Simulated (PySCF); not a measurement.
Species: C₇H₉P.
Cartesian coordinates in Å at the GFN2-xTB level; atoms count from 1:
```
atom  x, y, z in Å
C1    -0.901   -1.726    0.074
C2     0.015   -0.537    0.019
C3     1.388   -0.759    0.011
C4     2.337    0.248   -0.038
C5     2.015    1.586   -0.085
P6     0.403    2.214   -0.091
C7    -0.533    0.742   -0.023
C8    -2.024    0.923   -0.009
H9    -1.553   -1.750   -0.799
H10   -0.331   -2.651    0.105
H11   -1.536   -1.681    0.958
H12    1.737   -1.783    0.046
H13    3.382   -0.034   -0.038
H14    2.815    2.315   -0.122
H15   -2.275    1.981   -0.048
H16   -2.485    0.427   -0.864
H17   -2.460    0.498    0.895
```

Computed, not measured: TDDFT B3LYP/def2-SVPD, vertical, gas phase, core orbitals frozen in the response in PySCF.

Transition dipole moments from the ground state, in atomic units and in the frame of the coordinates above (overall signs are arbitrary), for the states with f of 0.002 or more among the lowest 8:

```csv
state,E (eV),μx,μy,μz
S1,4.650,-0.060,-0.125,0.006
S2,4.943,0.003,0.018,0.356
S3,5.041,0.112,-0.820,0.033
S5,5.834,1.500,0.338,-0.031
S8,6.273,-0.392,1.597,-0.056
```

Question: Work out the oscillator strengths.

Answer: f = (2/3) ΔE |μ|² with ΔE in hartree (27.2114 eV).

| state | \|μ\|² (au) | \|μ\| (D) | f |
| --- | --- | --- | --- |
| S1 | 0.019 | 0.35 | 0.002 |
| S2 | 0.127 | 0.91 | 0.015 |
| S3 | 0.686 | 2.10 | 0.085 |
| S5 | 2.367 | 3.91 | 0.338 |
| S8 | 2.706 | 4.18 | 0.416 |

Question: The point group is Cs. Which irreducible representation does each state belong to?

Answer: Polarised normal to the mirror plane, so A″: S2. Polarised in the mirror plane, so A′: S1, S3, S5 and S8.

Question: Which bond between heavy atoms lies closest to the direction of the S8 transition dipole?

Answer: C4–C5, at 0° from it; next C2–C7 at 9°.

Question: What angle do the transition dipoles of S2 and S5 make?

Answer: |cos θ| = |μa·μb| / (|μa| |μb|) = 0.00, so θ ≈ 90° (taken between 0 and 90°, since the signs are arbitrary).

Question: How is the summed strength of these states shared among x, y and z?

Answer: (2/3) Σ ΔE μα² gives 0.347 for x, 0.493 for y and 0.016 for z, 0.857 in all.

Question: What peak molar absorption coefficient would the strongest computed level give as a lone Gaussian band 0.4 eV wide at half height?

Answer: ε(max) = 2.175×10⁸ f / FWHM, with the width in cm⁻¹. S8: 2.175×10⁸ × 0.4159 / 3226 ≈ 28000 L mol⁻¹ cm⁻¹.
